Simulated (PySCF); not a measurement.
C₃H₈N, SMILES C[CH]NC, doublet, PBE0/def2-SVP optimised geometry.

```
12

C      1.44    -0.77    -0.01
C      0.69     0.52     0.00
N     -0.70     0.52     0.00
C     -1.44    -0.41    -0.81
H      1.22    -1.39    -0.90
H      2.52    -0.58    -0.01
H      1.22    -1.41     0.88
H      1.13     1.37     0.53
H     -1.10     1.45     0.00
H     -1.25    -0.32    -1.90
H     -2.52    -0.27    -0.64
H     -1.21    -1.45    -0.52
```

Density from PySCF 2.14.0 with unrestricted PBE0/def2-TZVP at that geometry.

Minimum of the electron density along straight lines between bonded atoms, close to the bond critical point (lines longer than 1.1 times the sum of covalent radii, or with two minima, are not listed):

| bond | length / Å | ρ at the minimum / e bohr⁻³ | ∇²ρ there / e bohr⁻⁵ | position (fraction from the first atom) |
|---|---|---|---|---|
| C1–C2 | 1.487 | 0.263 | -0.69 | 0.50 |
| C2–N3 | 1.390 | ___ | -0.86 | 0.37 |
| N3–C4 | 1.439 | 0.276 | ___ | 0.60 |
| C1–H5 | 1.104 | 0.269 | -0.89 | 0.64 |
| C1–H6 | 1.100 | 0.272 | -0.91 | 0.64 |
| C1–H7 | 1.112 | 0.263 | -0.85 | 0.64 |
| C2–H8 | 1.094 | 0.278 | -0.95 | 0.64 |
| N3–H9 | 1.013 | ___ | -1.68 | 0.74 |
| C4–H10 | 1.110 | 0.270 | -0.90 | 0.64 |
| C4–H11 | 1.100 | 0.276 | -0.95 | 0.64 |
| C4–H12 | 1.101 | 0.276 | -0.95 | 0.64 |

Question: Some entries are withheld; supply them.

Answer: 
- C2–N3, ρ at the minimum / e bohr⁻³: 0.301
- N3–C4, ∇²ρ there / e bohr⁻⁵: -0.76
- N3–H9, ρ at the minimum / e bohr⁻³: 0.341
